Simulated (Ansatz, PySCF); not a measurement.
CH6S2Si, SMILES C[SiH](S)S. Atoms are numbered in the order given.

```xyz
10

Si    -0.2895    -0.2621     0.2993
C     -1.9994    -0.7793    -0.2642
S      1.2989    -1.3023    -0.7429
S     -0.1088     1.8296    -0.1872
H     -0.1179    -0.5175     1.7580
H     -2.1175    -0.6028    -1.3444
H     -2.7772    -0.2142     0.2747
H     -2.1535    -1.8530    -0.0718
H      1.2995    -2.3646     0.0980
H      1.1712     1.9377     0.2389
```

The structure is a stationary point at B3LYP-D3(BJ)/def2-SVP. One conformer was computed; it need not be the lowest.

Two levels are set side by side: PBE-D3(BJ)/def2-SVP (Ansatz, a program for electronic structure) and B3LYP-D3(BJ)/def2-SVP (Ansatz). Each level has its own optimised geometry; the coordinates shown are those of the second. Frequencies come from the Hessian of PySCF at each geometry. Differences are taken from unrounded values.

| quantity | B3LYP-D3(BJ) | PBE-D3(BJ) | PBE-D3(BJ) minus B3LYP-D3(BJ) |
|---|---|---|---|
| mean bond length (Å) | 1.522 | 1.530 | 0.008 |
| bond Si1–C2 (Å) | 1.873 | 1.879 | 0.006 |
| bond Si1–S3 (Å) | 2.166 | 2.171 | 0.005 |
| bond Si1–S4 (Å) | 2.155 | 2.159 | 0.004 |
| bond Si1–H5 (Å) | 1.491 | 1.506 | 0.015 |
| bond C2–H6 (Å) | 1.101 | 1.108 | 0.007 |
| bond C2–H7 (Å) | 1.102 | 1.109 | 0.007 |
| bond C2–H8 (Å) | 1.102 | 1.109 | 0.007 |
| bond S3–H9 (Å) | 1.355 | 1.364 | 0.009 |
| bond S4–H10 (Å) | 1.353 | 1.363 | 0.009 |
| highest harmonic wavenumber (cm⁻¹) | 3135 | 3089 | -46 |
| mean harmonic wavenumber (cm⁻¹) | 1182 | 1151 | -31 |
| zero-point energy (kcal/mol) | 40.56 | 39.50 | -1.07 |

Exact exchange shortens and stiffens bonds; PBE has none. Differences between two approximate levels are no errors against the true value.
